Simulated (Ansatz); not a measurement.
cyclo-(F2SnO)3 (Sn3O3F6), relaxed as a singlet with RKS PBE-D4/def2-SVP in Ansatz, starting from the GFN2-xTB geometry. Force threshold 0.03 eV/Å.

In the def2 sets Sn takes a core potential; there is no spin–orbit coupling.

Start:

```xyz
12

Sn   -1.0532    0.3746   -1.6462
F    -2.0440   -0.9060   -2.5639
F    -1.1769    2.0460   -2.4570
O     0.7727   -0.1544   -1.6139
Sn    1.9312   -0.4678   -0.1376
F     2.6249   -2.1895   -0.2680
F     3.2794    0.8159   -0.1473
O     0.9551   -0.3241    1.4882
Sn   -0.8754    0.0975    1.7844
F    -1.7174   -1.3807    2.5387
F    -0.9763    1.5879    2.8927
O    -1.7202    0.5006    0.1299
```

Question: Estimate the energy that the relaxation releases and the steps that it takes.

Answer: 91.4 kJ/mol, in 17 steps; 59 s on 4 threads of Arm Neoverse V1 on a shared host. The force fell under the threshold at step 5, but the optimiser went on and released 0.011 eV more. No frequencies were taken in this run, so the end may be a saddle point.

Question: Does the start keep its bonding?

Answer: By distances, no bond broke or formed. The bond that changes most is Sn9–O12, from 1.90 to 1.99 Å (atoms count from 1).

Question: Predict the relaxed structure.

Answer: 
```xyz
12

Sn   -1.066    0.376   -1.654
F    -2.446   -0.714   -2.453
F    -0.863    1.934   -2.780
O     0.608   -0.699   -1.578
Sn    1.949   -0.507   -0.119
F     3.083   -2.068   -0.115
F     3.081    1.029   -0.446
O     1.073   -0.301    1.656
Sn   -0.864    0.129    1.819
F    -1.848   -1.495    2.194
F    -1.132    1.328    3.306
O    -1.576    0.988    0.170
```
Bond lengths (bridged metal pairs left out): 6 × F–Sn 1.93 to 1.94 Å; 6 × O–Sn 1.99 Å.
